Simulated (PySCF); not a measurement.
**C₆ coefficients of unlike pairs at PBE0**

Calculated with PySCF 2.14 from the dipole response of each species, C₆(A,B) = (3/π) ∫ α_A(iu) α_B(iu) du, in atomic units, from isotropic polarisabilities. For ions this is the dispersion term alone; charge-induced terms of lower order in 1/R come first.

```
species       configuration                                                                                              basis      relativity  α (bohr³)  C₆ (like pair)
    Ga⁺  [Ar] 3d10 4s2 (1S)  aug-cc-pVQZ-PP with one added diffuse shell each of s, p, d, f, g type with ECP10MDF (8s7p6d4f3g)  core potential      18.45           92.95
     C⁺   [He] 2s2 2p1 (2P)                                                                         aug-cc-pCVTZ-DK (7s6p4d2f)   spin-free X2C      6.068           14.54
   Re³⁺  [Xe] 4f14 5d4 (5D)                    x2c-TZVPPall with one added diffuse shell each of s, p, d, f type (12s8p8d4f1g)   spin-free X2C      7.255           38.40
     Mg       [Ne] 3s2 (1S)                                                                        aug-cc-pVQZ-DK (7s6p4d3f2g)   spin-free X2C      74.50           667.3
```

Estimate C₆ for Mg with C⁺.

The integral gives 83.24. The combination rule 2 C_A C_B / (C_A α_B/α_A + C_B α_A/α_B) gives 83.34 and the geometric mean 98.51.

No spin-orbit coupling is included.

The other pairs:

```
     pair     C₆
 Re³⁺, C⁺  22.50
 Mg, Re³⁺  111.3
  C⁺, Ga⁺  36.23
  Mg, Ga⁺  228.8
Re³⁺, Ga⁺  53.72
```
